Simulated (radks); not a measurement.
Species: Ni20+. Configuration: [He] 2s2 2p4. All-electron calculation, scalar-relativistic Kohn-Sham, BLYP, spin-polarised, spherical densities, finite nucleus; open shells are filled with parallel spins first; Fermi nuclear charge, rms radius 3.7757 fm. Program: a radial shooting solver on a logarithmic mesh with Libxc functionals.

Radial electron density D(r) = 4 pi r^2 rho(r):

r (bohr)  D(r) (e/bohr)  spin D(r)
0.002624          1.258  -0.000203
0.003205          1.801  -0.000250
0.003883          2.525  -0.000271
0.004705          3.512  -0.000210
0.005701          4.836  0.0000553
0.006963          6.665   0.000838
0.008437          8.936    0.00265
0.01022           11.77    0.00662
0.01239           15.19     0.0149
0.01501           19.10     0.0318
0.01833           23.48     0.0667
0.02221           27.55      0.131
0.02691           30.93      0.250
0.03261           32.96      0.462
0.03983           33.04      0.844
0.04826           31.03       1.44
0.05848           27.51       2.36
0.07085           23.79       3.65
0.08585           21.49       5.28
0.1049            21.85       7.16
0.1271            24.48       8.71
0.154             27.29       9.48
0.1865            27.54       9.01
0.2278            23.42       7.19
0.2761            16.26       4.75
0.3345            8.830       2.48
0.4053            3.577      0.975
0.4911            1.022      0.274
0.5998           0.1783     0.0472
0.7268          0.02026    0.00533

D(r) has 2 maxima, at r = 0.0365, 0.172 bohr, and minima at 0.0923 bohr, inside which lie 2.21 electrons.
